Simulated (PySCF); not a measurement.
Simulated Si 2p region for `[SiH3]N[SiH2][GeH2][GeH3]`, binding energy against the vacuum level.

Every computed line was given a Gaussian of 0.7 eV full width at half maximum and an area set by the number of equivalent atoms (split 2:1 within a doublet); the highest printed point is 100. Computed with PySCF, delta-SCF UKS SCAN, pcX-2 on the ionised atom, pcseg-1 elsewhere, spin-free X2C.

(binding energy (eV), intensity): (105.7, 0), (105.8, 1), (105.9, 2), (106.0, 4), (106.1, 9), (106.2, 16), (106.3, 27), (106.4, 41), (106.5, 56), (106.6, 71), (106.7, 84), (106.8, 93), (106.9, 99), (107.0, 100), (107.1, 97), (107.2, 91), (107.3, 82), (107.4, 72), (107.5, 61), (107.6, 52), (107.7, 42), (107.8, 33), (107.9, 24), (108.0, 16), (108.1, 10), (108.2, 6), (108.3, 3), (108.4, 1), (108.5, 1), (108.6, 0), (108.7, 0)

Question: How many maxima does the curve show, and how many computed lines lie under it?

Answer: The curve has 1 maximum (at 107.0 eV). Under it lie 4 lines from 2 inequivalent silicon sites, each drawn as a 2p3/2, 2p1/2 pair. At this width some lines have no maximum of their own.

Question: Decompose the envelope and assign each component. Numbering: `[SiH3:1][NH:2][SiH2:3][GeH2:4][GeH3:5]`.

Answer: 
| position (eV) | relative area | line | atoms | environment |
| --- | --- | --- | --- | --- |
| 106.67 | 0.67 | Si 2p3/2 | Si3 | SiH2 silicon |
| 107.05 | 0.67 | Si 2p3/2 | Si1 | SiH3 silicon |
| 107.29 | 0.33 | Si 2p1/2 | Si3 | SiH2 silicon |
| 107.67 | 0.33 | Si 2p1/2 | Si1 | SiH3 silicon |

Question: What are the centre and the root-mean-square width of the whole band?

Answer: The area-weighted mean of the lines is 107.07 eV. Their own spread about it is 0.35 eV (rms) and each Gaussian has σ = 0.7/2.355 = 0.30 eV; the variances add, which gives 0.46 eV.

The listed Si 2p3/2 values span 0.38 eV, from Si3 (bonded to N, 2 H and Ge) to Si1 (bonded to N and 3 H).

The curve has no shake-up lines and no vibrational structure. 2p3/2 and 2p1/2 are the ΔSCF energy of one spin-free 2p hole plus the eigenvalues of a spin–orbit and ligand-field matrix of the shell. 2p1/2 minus 2p3/2 (ligand field included): Si 0.62 eV. The structure is a single PBE0-D3(BJ)/def2-SVP conformer in the gas phase; no vibrational or solvent corrections.

On one thread, Intel Xeon 6975P-C (x86_64), no GPU (shared host), this took 49 s wall and 0.66 GiB of memory at its peak.

The values belong to the conformer `[SiH3:1][NH:2][SiH2:3][GeH2:4][GeH3:5]`: Si1–N2–Si3–Ge4 7°, N2–Si3–Ge4–Ge5 -66°.
